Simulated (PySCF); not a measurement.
imidazole (C₃H₄N₂), singlet, geometry from GFN2-xTB, with bond 9-4 at 1.3 times its length; TPSS/STO-3G in PySCF.

The PySCF input:
```python
from pyscf import gto, scf, dft

mol = gto.Mole()
mol.atom = '''
    C    -0.87926852   -0.76339748    0.04858548
    C    -0.96202246    0.56432664   -0.25421761
    N     0.31805837    1.03809943   -0.18491635
    C     1.10334047   -0.01349464    0.15238088
    N     0.41157672   -1.10582153    0.29859860
    H    -1.66205207   -1.49245763    0.10269600
    H    -1.79241603    1.19152933   -0.50441862
    H     0.61008633    1.98662468   -0.35368542
    H     2.48302885    0.08692498    0.31716751
'''
mol.basis = 'sto-3g'
mol.verbose = 4
mol.build()

mf = dft.RKS(mol)
mf.xc = 'tpss'
mf.init_guess = '1e'
mf.kernel()
```

Output, abridged:

```
PySCF version 2.14.0

[INPUT] verbose = 4
[INPUT] num. atoms = 9
[INPUT] num. electrons = 36
[INPUT] charge = 0
[INPUT] spin (= nelec alpha-beta = 2S) = 0
[INPUT] symmetry False subgroup None
[INPUT] Mole.unit = angstrom
[INPUT] Symbol           X                Y                Z      unit          X                Y                Z       unit  Magmom
[INPUT]  1 C     -0.879268520000  -0.763397480000   0.048585480000 AA   -1.661576692752  -1.442612161383   0.091813250831 Bohr   0.0
[INPUT]  2 C     -0.962022460000   0.564326640000  -0.254217610000 AA   -1.817958975080   1.066422794396  -0.480401658941 Bohr   0.0
[INPUT]  3 N      0.318058370000   1.038099430000  -0.184916350000 AA    0.601043210926   1.961723612767  -0.349441257454 Bohr   0.0
[INPUT]  4 C      1.103340470000  -0.013494640000   0.152380880000 AA    2.085011310449  -0.025501173750   0.287958129820 Bohr   0.0
[INPUT]  5 N      0.411576720000  -1.105821530000   0.298598600000 AA    0.777767280047  -2.089699834348   0.564269575179 Bohr   0.0
[INPUT]  6 H     -1.662052070000  -1.492457630000   0.102696000000 AA   -3.140823217066  -2.820336173217   0.194067314088 Bohr   0.0
[INPUT]  7 H     -1.792416030000   1.191529330000  -0.504418620000 AA   -3.387175397980   2.251664103087  -0.953213043931 Bohr   0.0
[INPUT]  8 H      0.610086330000   1.986624680000  -0.353685420000 AA    1.152896076041   3.754176557502  -0.668368578052 Bohr   0.0
[INPUT]  9 H      2.483028850000   0.086924980000   0.317167510000 AA    4.692244485894   0.164264405583   0.599359729510 Bohr   0.0

nuclear repulsion = 163.267871549612
number of shells = 19
number of NR pGTOs = 87
number of NR cGTOs = 29
basis = sto-3g
ecp = {}

******** <class 'pyscf.dft.rks.RKS'> ********
method = RKS
initial guess = 1e
damping factor = 0
level_shift factor = 0
DIIS = <class 'pyscf.scf.diis.CDIIS'>
diis_start_cycle = 1
diis_space = 8
diis_damp = 0
SCF conv_tol = 1e-09
SCF conv_tol_grad = None
SCF max_cycles = 50
direct_scf = True
direct_scf_tol = 1e-13
XC library pyscf.dft.libxc version 7.1.2
    S. Lehtola, C. Steigemann, M. J. T. Oliveira, and M. A. L. Marques,  SoftwareX 7, 1–5 (2018)
XC functionals = tpss
    J. Tao, J. P. Perdew, V. N. Staroverov, and G. E. Scuseria,  Phys. Rev. Lett. 91, 146401 (2003)
    J. P. Perdew, J. Tao, V. N. Staroverov, and G. E. Scuseria,  J. Chem. Phys. 120, 6898 (2004)
    J. Tao, J. P. Perdew, V. N. Staroverov, and G. E. Scuseria,  Phys. Rev. Lett. 91, 146401 (2003)
    J. P. Perdew, J. Tao, V. N. Staroverov, and G. E. Scuseria,  J. Chem. Phys. 120, 6898 (2004)
radial grids:
    Treutler-Ahlrichs [JCP 102, 346 (1995); DOI:10.1063/1.469408] (M4) radial grids

becke partition: Becke, JCP 88, 2547 (1988); DOI:10.1063/1.454033
pruning grids: <function nwchem_prune>
grids dens level: 3
symmetrized grids: False
atomic radii adjust function: <function treutler_atomic_radii_adjust>
small_rho_cutoff = 0
Set gradient conv threshold to 3.16228e-05
Initial guess from hcore.
  HOMO = -12.5926925426864  LUMO = -12.5493730487346  gap/eV = 1.17878
tot grids = 109392
init E= -207.675196735352
  HOMO = 0.743179353189942  LUMO = 0.789830111516288  gap/eV = 1.26943
cycle= 1 E= -208.793794427834  delta_E= -1.12  |g|= 4.06  |ddm|= 20.7
  HOMO = -0.628028430679342  LUMO = -0.620370531397006  gap/eV = 0.20838
cycle= 2 E= -199.480705970563  delta_E= 9.31  |g|= 4.29  |ddm|= 17.3
  HOMO = -0.102935395698107  LUMO = 0.0178279462908062  gap/eV = 3.28614
cycle= 3 E= -210.851196507123  delta_E= -11.4  |g|= 5.12  |ddm|= 16.2
  HOMO = -0.0640240608397802  LUMO = 0.0858844168641554  gap/eV = 4.07922
cycle= 4 E= -222.138667618516  delta_E= -11.3  |g|=  1.9  |ddm|= 10.5
  HOMO = 0.106913144803005  LUMO = 0.130975459326306  gap/eV = 0.65477
cycle= 5 E= -222.892567983694  delta_E= -0.754  |g|= 1.21  |ddm|= 3.03
  HOMO = -0.100144646256382  LUMO = 0.0976441770207374  gap/eV = 5.38211
cycle= 6 E= -223.133425200436  delta_E= -0.241  |g|= 0.82  |ddm|= 1.87
  HOMO = -0.100448159583232  LUMO = 0.0945051496484376  gap/eV = 5.30495
cycle= 7 E= -223.248981543288  delta_E= -0.116  |g|= 0.594  |ddm|= 0.608
  HOMO = -0.104385533938961  LUMO = 0.102866439368852  gap/eV = 5.63961
cycle= 8 E= -223.3173871053  delta_E= -0.0684  |g|= 0.399  |ddm|= 0.548
  HOMO = -0.113439743913817  LUMO = 0.103387898157139  gap/eV = 5.90018
cycle= 9 E= -223.363219510247  delta_E= -0.0458  |g|= 0.16  |ddm|= 0.486
  HOMO = -0.119117870448245  LUMO = 0.0969103828369631  gap/eV = 5.87843
cycle= 10 E= -223.372563986294  delta_E= -0.00934  |g|= 0.0387  |ddm|= 0.25
  HOMO = -0.120363941933453  LUMO = 0.0993059283155565  gap/eV = 5.97752
cycle= 11 E= -223.373047876384  delta_E= -0.000484  |g|= 0.00806  |ddm|= 0.067
  HOMO = -0.122244863326431  LUMO = 0.0978966471527351  gap/eV = 5.99036
cycle= 12 E= -223.373078876293  delta_E= -3.1e-05  |g|= 0.00122  |ddm|= 0.0179
  HOMO = -0.121913270755551  LUMO = 0.0982227144463174  gap/eV = 5.99021
cycle= 13 E= -223.37307948325  delta_E= -6.07e-07  |g|= 0.000144  |ddm|= 0.00222
  HOMO = -0.121919000583244  LUMO = 0.0982053792353613  gap/eV = 5.98989
cycle= 14 E= -223.373079489874  delta_E= -6.62e-09  |g|= 7.36e-06  |ddm|= 0.000211
  HOMO = -0.121918696562688  LUMO = 0.098205826005029  gap/eV = 5.98989
cycle= 15 E= -223.373079489895  delta_E= -2.1e-11  |g|= 5.45e-07  |ddm|= 1.32e-05
  HOMO = -0.12191881482665  LUMO = 0.098205807890406  gap/eV = 5.98990
Extra cycle  E= -223.373079489895  delta_E= 1.71e-13  |g|= 7.54e-07  |ddm|= 2.01e-06
converged SCF energy = -223.373079489895
```
